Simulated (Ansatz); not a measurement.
Calculated with Ansatz (gas phase, PBE0-D4/def2-TZVP geometries, no zero-point term in ΔE). CBS: MP2 limit from def2 TZ/QZ plus the TZ coupled-cluster correction, frozen cores. This one scheme is used for every species. One conformer a species, not always the lowest.

Reaction (formal exchange of groups at a C–C bond): `CC(=O)C(C)C(C)=O` + `CCC` → `CC(=O)C(C(C)=O)C(C)C` + CH₄

`CC(=O)C(C)C(C)=O`:

Cartesian coordinates in Å:
```
C 1.220 -2.070 0.402
C 0.324 -1.174 -0.398
O -0.538 -1.588 -1.130
C 0.543 0.329 -0.207
C 0.181 1.112 -1.456
C -0.274 0.699 1.033
C -1.718 1.046 0.825
O 0.232 0.663 2.127
H 0.864 -3.098 0.362
H 1.283 -1.716 1.434
H 2.232 -2.020 -0.012
H 1.585 0.487 0.080
H 0.248 2.187 -1.280
H 0.866 0.861 -2.268
H -0.826 0.869 -1.793
H -1.802 2.002 0.301
H -2.219 1.116 1.788
H -2.200 0.295 0.193
```

`CCC`:

Z-matrix (Å, degrees):
```
C
C 1 1.519
H 1 1.094 2 111.1
H 1 1.094 2 111.1 3 119.5
H 1 1.093 2 111.7 3 -120.3
C 2 1.519 1 112.7 3 -59.7
H 2 1.095 1 109.5 3 178.2
H 2 1.095 1 109.5 3 62.4
H 6 1.094 2 111.0 1 59.7
H 6 1.093 2 111.7 1 -180.0
H 6 1.094 2 111.1 1 -59.7
```

`CC(=O)C(C(C)=O)C(C)C`:

Z-matrix (Å, degrees):
```
C
C 1 1.501
H 1 1.093 2 109.9
H 1 1.088 2 109.5 3 -119.8
H 1 1.092 2 110.5 3 117.7
C 2 1.530 1 117.4 3 -72.5
O 2 1.206 1 122.4 3 109.8
C 6 1.527 2 105.5 1 -76.7
C 6 1.531 2 114.2 1 47.4
H 6 1.094 2 105.4 1 168.3
C 8 1.498 6 115.8 2 -93.8
O 8 1.206 6 121.3 2 84.3
C 9 1.522 6 110.6 2 58.5
C 9 1.523 6 110.6 2 -179.1
H 9 1.094 6 107.7 2 -61.3
H 11 1.094 8 109.9 6 49.0
H 11 1.088 8 110.6 6 171.5
H 11 1.094 8 109.1 6 -67.6
H 13 1.094 9 110.6 6 62.2
H 13 1.092 9 110.6 6 -178.6
H 13 1.092 9 112.7 6 -57.9
H 14 1.091 9 111.8 6 61.2
H 14 1.095 9 110.7 6 -59.9
H 14 1.092 9 110.5 6 -178.9
```

CH₄:

Cartesian coordinates in Å:
```
C 0.000 0.000 0.000
H 0.347 0.177 -1.018
H 0.319 0.822 0.641
H 0.422 -0.934 0.370
H -1.088 -0.065 0.006
```

```
               species  MP2/def2-TZVPP energy (Eh)
    `CC(=O)C(C)C(C)=O`                  -384.37542
                 `CCC`                  -118.85328
`CC(=O)C(C(C)=O)C(C)C`                  -462.82458
                   CH₄                   -40.41206
```

(1) Work out ΔE.

Largest T1 diagnostic among the species: 0.014.

## Answers

(1) ΔE = (-462.82458) + (-40.41206) − (-384.37542) − (-118.85328) = -0.00794 Eh = -5.0 kcal/mol. CCSD(T)/CBS gives -3.9 kcal/mol.

In def2-TZVPP, CCSD(T) changes the Hartree–Fock value by −5.2 kcal/mol (the triples alone add −0.9 kcal/mol) and MP2 by −6.1 kcal/mol. The D4 term adds −3.3 kcal/mol with B3LYP and −2.0 kcal/mol with PBE0; it sums over pairs of atoms, weighted by their polarisabilities, and B3LYP, whose exchange is more repulsive, gets the larger term.

B3LYP here is the variant with VWN-RPA as its local correlation; programs differ in this.
